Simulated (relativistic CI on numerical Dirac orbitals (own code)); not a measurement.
# Ni+: 2p photoemission

Computed with this model: Dirac-Coulomb-Breit CI, separate exchange-only KLI orbitals for each configuration, model QED (radiative potential, 1s self-energy scaled to tabulated hydrogen-like ionisation energies), valence Slater integrals scaled by 0.8, multiplet model of photoemission in the sudden approximation; configurations [Ar] 3d9 → [He] 2s2 2p5 3s2 3p6 3d9; 80 K; Lorentzian 0.35 eV and Gaussian 0.6 eV FWHM. Energies are those of the free ion, without screening or charge transfer. The energies are binding energies and can lie tens of eV above those of solids. S is read from ⟨S²⟩ = S(S + 1).

Field parameters in Wybourne normalisation: D3d B²₀ = −7Dσ, B⁴₀ = −14Dq − 21Dτ, B⁴₃ = −14√(10/7) Dq. The field is a parameter set, without covalency.

free ion: ground-state S = 0.50, centroid 876.02 eV. Peaks (eV, height): 869.2 (100), 871.9 (49), 887.8 (76).

D3d, 10Dq = 9800, Dσ = -1200, Dτ = -230 cm⁻¹: ground-state S = 0.50, centroid 876.04 eV. Peaks (eV, height): 869.5 (100), 871.8 (36), 887.0 (39), 888.1 (38).

Strongest unbroadened transitions for D3d, 10Dq = 9800, Dσ = -1200, Dτ = -230 cm⁻¹:

```csv
Energy (eV),Relative strength
869.40,23.7
869.41,41.9
869.43,52.7
869.48,51.6
869.49,94.8
869.56,50.4
869.73,9.6
869.75,12.4
869.88,24.1
870.69,10.5
871.51,10.6
871.80,42.5
871.91,44.1
886.87,11.3
886.89,26.6
887.07,100.0
888.11,93.9
888.51,22.4
```
